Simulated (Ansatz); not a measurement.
Program: Ansatz. Geometries: PBE0-D4/def2-TZVP. ΔE: electronic, gas phase. CBS: MP2 limit from def2 TZ/QZ plus the TZ coupled-cluster correction, frozen cores. This one scheme is used for every species. Functionals use def2-TZVPP. B3LYP here is the variant with VWN-RPA as its local correlation; programs differ in this. For Zn outer-core shells are correlated without core-valence functions, which leaves a few kJ/mol of doubt a bond. Scalar relativity is left out up to krypton. One conformer a species, not always the lowest.

Consider the ligand exchange at a Zn–O bond: `C[N](C)[Zn][OH]` + HCl → `C[N](C)[Zn][Cl]` + H₂O.

```
      level  ΔE (kcal/mol)
LDA (SPW92)          -20.4
   B3LYP-D4          -22.5
```

Question: What does CCSD(T)/CBS give? (An estimate is asked.)

Answer: Ansatz gave: -23.8 kcal/mol. The listed levels differ from it by 3.4, 1.3 kcal/mol.

Largest T1 diagnostic among the species: 0.016.

From PBE to PBE0 (25 % exact exchange), in def2-TZVPP and without D4, ΔE moves by −2.7 kcal/mol. In def2-TZVPP, CCSD(T) changes the Hartree–Fock value by +6.4 kcal/mol (the triples alone add +0.7 kcal/mol) and MP2 by +6.6 kcal/mol. At CCSD(T), def2-SVP lies +1.3 kcal/mol from the extrapolated value and def2-TZVPP +1.7 kcal/mol.

CCSD(T)/CBS has its own doubt, a few kJ/mol and more with outer-core shells, so smaller differences from it don't rank the levels.
